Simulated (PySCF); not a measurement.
Several molecules and their computed UV-vis stick spectra, shuffled. Theory: PySCF 2.14.0, density-fitted response routines, TDDFT PBE0/def2-SVPD, vertical, gas phase, core orbitals frozen in the response. Geometries: PBE0-D3(BJ)/def2-SVP; one conformer of each isolated species. Triplets are in the Tamm–Dancoff approximation. Relativistic effects are left out although some hold elements past zinc.

A. `[N]([Ge]([CH3])([CH3])[N]=C=S)=C=S`
B. `N#C[Si](Cl)(Cl)C#N`
C. `B1(C=CBC=C1)N([SiH3])[SiH3]`

Lowest singlet levels (six at most, fewer where fewer were computed) with oscillator strengths:

1. 192 nm (f 0.000); 189 nm (f 0.002); 186 nm (f 0.000); 186 nm (f 0.000); 183 nm (f 0.025); 180 nm (f 0.001); T1 5.37 eV
2. 371 nm (f 0.000); 364 nm (f 0.001); 289 nm (f 0.029); 287 nm (f 0.182); 233 nm (f 0.066); 230 nm (f 0.002); T1 2.37 eV
3. 245 nm (f 0.000 summed over 2 states); 235 nm (f 0.009); 235 nm (f 0.000); 233 nm (f 0.001); 231 nm (f 0.001); 202 nm (f 0.000); T1 4.45 eV

Question: Which spectrum belongs to which structure?

Answer: 1 = B, 2 = C, 3 = A.
- A: S1 at 5.06 eV, HOMO-2→LUMO (48%), HOMO-1→LUMO+2 (22%), HOMO→LUMO+1 (13%); Löwdin shares by element: HOMO (one of a set within 0.03 eV) sulfur 58%, nitrogen 22% (atoms not listed hold the other 20%); LUMO carbon 30% or more, sulfur 30% (atoms not listed hold the other 40%); HOMO -7.38 and LUMO -0.75 eV.
- B: S1 at 6.46 eV, HOMO-1→LUMO (42%), HOMO-2→LUMO+1 (21%), HOMO-3→LUMO+1 (16%); Löwdin shares by element: HOMO chlorine 80%, nitrogen 11%; LUMO (one of a set within 0.03 eV) nitrogen 31%, silicon 22%, carbon 15% or more (atoms not listed hold the other 32%); HOMO -10.47 and LUMO -2.44 eV; point group C2v, 3 of its 6 listed states under f = 0.0005.
- C: S1 at 3.34 eV, HOMO-1→LUMO (78%), HOMO→LUMO (19%); Löwdin shares by element: HOMO carbon 84% (atoms not listed hold the other 17%); LUMO carbon 37% or more, boron 22% or more (atoms not listed hold the other 41%); HOMO -7.61 and LUMO -3.08 eV.
